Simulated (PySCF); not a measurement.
## Electric field gradients and quadrupole coupling constants

Species: C7H10F2O.
Cartesian coordinates in Å at the GFN2-xTB level; atoms count from 1:
```xyz
20
C7H10F2O angstrom
F      3.2334   -0.7394   -0.5768
C      2.1896   -1.1481    0.2116
C      0.9424   -0.3225   -0.0962
C      1.1488    1.1629    0.2125
C     -0.1700    1.8672    0.1705
C     -1.3093    1.2084    0.2977
C     -1.3580   -0.2817    0.4854
C     -2.1036   -0.9493   -0.6893
F     -1.6347   -0.5131   -1.9036
O     -0.0912   -0.8664    0.7106
H      2.0153   -2.2076    0.0044
H      2.4945   -1.0160    1.2540
H      0.6933   -0.4347   -1.1612
H      1.5857    1.2731    1.2104
H      1.8436    1.5951   -0.5087
H     -0.1557    2.9395    0.0459
H     -2.2684    1.7013    0.2590
H     -1.9327   -0.5240    1.3898
H     -1.9596   -2.0335   -0.6619
H     -3.1686   -0.7005   -0.6573
```

Field gradients from the PBE0/pcSseg-1 density (PySCF, non-relativistic), principal values in atomic units, ordered |Vxx| ≤ |Vyy| ≤ |Vzz|:

```json
{"atom": "O10", "Vxx": "0.0430", "Vyy": "1.9688", "Vzz": "-2.0117"}
```

Task: Find the asymmetry η = (Vxx − Vyy)/Vzz and the couplings χ = eQV/h (234.96 MHz × Q in barn × V in au), with Q(17O) = −0.0256 b.

Result: 
```
atom          environment  nucleus     η  χzz (MHz)  χxx (MHz)  χyy (MHz)
 O10  cyclic ether oxygen      17O  0.96      12.10      -0.26     -11.84
```

At O10 η is above 0.9: Vyy and Vzz are nearly equal in size and opposite in sign, so a small change could swap them and flip the sign of χzz. The tensor is traceless: Vxx + Vyy + Vzz = 0.

Task: What is Vzz at O10 in SI units (1 au = 9.71736 × 10²¹ V/m²)?

Result: -2.0117 au = -19.549 × 10²¹ V/m².

Task: And the gradient at the other heavy atoms, for which no coupling is worked out here?

Result: 
```csv
atom,environment,Vzz (au),η
F1,alkyl fluorine,3.074,0.05
C2,sp3 C–F carbon,0.535,0.17
C3,sp3 carbon bound to oxygen,0.363,0.22
C4,allylic carbon,-0.048,0.47
C5,alkene CH carbon,0.301,0.52
C6,alkene CH carbon,0.236,0.84
C7,sp3 carbon bound to oxygen,0.338,0.23
C8,sp3 C–F carbon,0.528,0.15
F9,alkyl fluorine,3.067,0.05
```

Task: What couplings would deuterons (Q(2H) = 0.00286 b) have in place of the hydrogens, at this geometry?

Result: 
| atom | bonded to | bond length (Å) | Vzz (au) | η | χzz (kHz) |
| --- | --- | --- | --- | --- | --- |
| H11 | C2 | 1.094 | 0.2907 | 0.06 | 195 |
| H12 | C2 | 1.094 | 0.2888 | 0.06 | 194 |
| H13 | C3 | 1.099 | 0.2735 | 0.05 | 184 |
| H14 | C4 | 1.095 | 0.2988 | 0.03 | 201 |
| H15 | C4 | 1.091 | 0.3040 | 0.02 | 204 |
| H16 | C5 | 1.080 | 0.3293 | 0.06 | 221 |
| H17 | C6 | 1.079 | 0.3310 | 0.07 | 222 |
| H18 | C7 | 1.099 | 0.2841 | 0.05 | 191 |
| H19 | C8 | 1.094 | 0.2900 | 0.09 | 195 |
| H20 | C8 | 1.094 | 0.2903 | 0.07 | 195 |

One conformer (not necessarily the lowest) at the GFN2-xTB geometry, without solvent, vibrations or thermal averaging. GFN2-xTB bond lengths can be off by several hundredths of an ångström, more for odd bonds, and the gradients follow them. With so small a basis the couplings can be 20 % off.

The run behind these numbers computed NMR shieldings as well. On AMD EPYC 9R45, one thread, on a shared host, this took 27 s of wall time and 1.0 GiB of memory at its peak.
